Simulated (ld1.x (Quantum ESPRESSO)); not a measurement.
# Which change was made? (Hf, RRKJ)

hafnium, norm-conserving RRKJ (Kleinman–Bylander form), made with ld1.x (Quantum ESPRESSO) 7.5 (BP86, scalar-relativistic). Core [Xe] 4f14, reference 5d2 6s1.75 6p0.25. Waves: 6p (bound): rc 4.20 bohr; 5d (bound): rc 2.30 bohr; 6s (bound): rc 2.30 bohr. Local part: the s channel. Core correction: a·sin(br)/r model core, default radius (core density twice the valence density).

Cutoffs, loose and tight: the cutoffs (Ry, on a coarse ladder) from which the occupation-weighted sum of valence levels, in a spherical-Bessel basis at the reference potential, stays within 10 and 1 mRy of its value at 400 Ry. They do not see the model core or the augmentation charge, which bear on the density cutoff. Test errors are all-electron minus pseudo excitation energies from the reference, over the configurations 5d2 6s2 6p0; 5d2 6s1 6p0; 5d2 6s0 6p0; 5d2 6s1.5 6p0; 5d2.5 6s1.5 6p0; 5d3 6s1 6p0; 5d2 6s0 6p1; variants that change the core or the reference have their own tests.

The base gives: outcome: generated; cutoff, loose: 21 Ry; cutoff, tight: 30 Ry; bound ghosts: none; largest test error (meV): -36.

Problem. After one change the result is: outcome: failed: compute_chi: n is too large. Which change was it?
A. wave 5d (bound): rc 2.30 bohr becomes 5d (bound): rc 1.74 bohr
B. all radii but the core radius scaled by about 0.75 (s 1.72, p 3.14, d 1.72 bohr)
C. local potential the d channel

Solution. C. The others give: all radii but the core radius scaled by about 0.75 (s 1.72, p 3.14, d 1.72 bohr) → outcome: generated; cutoff, loose: 55 Ry; cutoff, tight: 140 Ry; bound ghosts: p, s (extra level of the local part); largest test error (meV): +34 | wave 5d (bound): rc 2.30 bohr becomes 5d (bound): rc 1.74 bohr → outcome: generated; cutoff, loose: 25 Ry; cutoff, tight: 50 Ry; bound ghosts: none; largest test error (meV): -37.
